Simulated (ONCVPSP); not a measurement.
**Rh (Z = 45), ONCV: configuration errors across variants**

Rh (Z = 45), optimised norm-conserving Vanderbilt (ONCV), made with ONCVPSP 4.0.1 (PBEsol, scalar-relativistic). Core [Ar] 3d10, reference 4s2 4p6 4d8 5s1. Waves: 4s+5s: rc 1.40 bohr, ncon 4, nbas 7, qcut 7 1/bohr, 3 projectors, debl 1.6 Ha; 4p: rc 1.45 bohr, ncon 4, nbas 8, qcut 10 1/bohr, 2 projectors, debl 2.3 Ha; 4d: rc 1.45 bohr, ncon 4, nbas 7, qcut 7 1/bohr, 2 projectors, debl 2.4 Ha. Local part: polynomial inside 0.90 bohr (lpopt 5, dvloc0 1 Ha). Core correction: Teter function, fcfact 5.25, rcfact 1.55.

All-electron excitation energies from the reference (eV): (1) 4s2 4p6 4d8 5s0 7.462; (2) 4s2 4p6 4d7 5s0 26.972; (3) 4s2 4p6 4d6 5s0 59.465; (4) 4s2 4p6 4d7 5s1 11.143.

Errors AE − PS in meV (a dash: test not solved or not reliable):

| change | (1) | (2) | (3) | (4) | bound ghosts | GHOST(+) flags above zero |
| --- | --- | --- | --- | --- | --- | --- |
| base | -1.8 | -2.2 | -1.1 | 0.0 | none | s |
| local potential polynomial inside 0.90 bohr (lpopt 5, dvloc0 -2 Ha) | -1.8 | -2.3 | -1.2 | 0.0 | none | s |
| local potential polynomial inside 0.90 bohr (lpopt 5, dvloc0 -0.5 Ha) | -1.8 | -2.2 | -1.2 | 0.0 | none | s |
| local potential polynomial inside 0.90 bohr (lpopt 5, dvloc0 2 Ha) | -1.8 | -2.2 | -1.1 | 0.0 | none | s |
| local potential polynomial inside 0.90 bohr (lpopt 5, dvloc0 4 Ha) | -1.8 | -2.2 | -1.0 | +0.1 | none | s |
| local potential polynomial inside 0.90 bohr (lpopt 5, dvloc0 5.5 Ha) | -1.8 | -2.1 | -1.0 | +0.1 | none | s |
| local potential polynomial inside 0.90 bohr (lpopt 5, dvloc0 9 Ha) | -1.8 | -2.0 | -0.6 | +0.2 | none | s |

Problem. Give the same row for: local potential polynomial inside 0.90 bohr (lpopt 5, dvloc0 7.5 Ha).

Solution. -1.8, -2.1, -0.8, +0.1; bound ghosts: none; GHOST(+) flags above zero: s.
